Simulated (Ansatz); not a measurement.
Gas-phase electronic energies from Ansatz, PBE0-D4/def2-TZVP geometries. CBS: MP2 limit from def2 TZ/QZ plus the TZ coupled-cluster correction, frozen cores. DFT in def2-TZVPP. def2 core potentials past Kr. For Sb outer-core shells are correlated without core-valence functions, which leaves a few kJ/mol of doubt a bond. Each species was taken in one conformer, which may not be the lowest.

Reaction (cleavage of the Si–Sb bond): `[SiH3][SbH][SiH3]` + `O[SiH2]S` → `[SiH3]O[SiH2]S` + `[SiH3][SbH2]`

| level | ΔE (eV) |
| --- | --- |
| r2SCAN-D4 | -0.60 |
| PBE | -0.44 |
| revPBE | -0.43 |
| RPA@PBE/def2-TZVPP | -0.72 |

Problem. What does CCSD(T)/CBS give? (Best estimate.)

Solution. Computed: -0.62 eV. The listed levels differ from it by 0.02, 0.18, 0.19, -0.10 eV.

Largest T1 diagnostic among the species: 0.014.

In def2-TZVPP, CCSD(T) changes the Hartree–Fock value by +0.26 eV (the triples alone add +0.04 eV) and MP2 by +0.30 eV. From PBE to PBE0 (25 % exact exchange), in def2-TZVPP and without D4, ΔE moves by −0.06 eV. Leaving LDA and LC-ωPBE aside and taking each functional with its dispersion term where it has one, the values, not all of them listed here, spread over 0.33 eV, from CAM-B3LYP-D4 to PBE-D4.
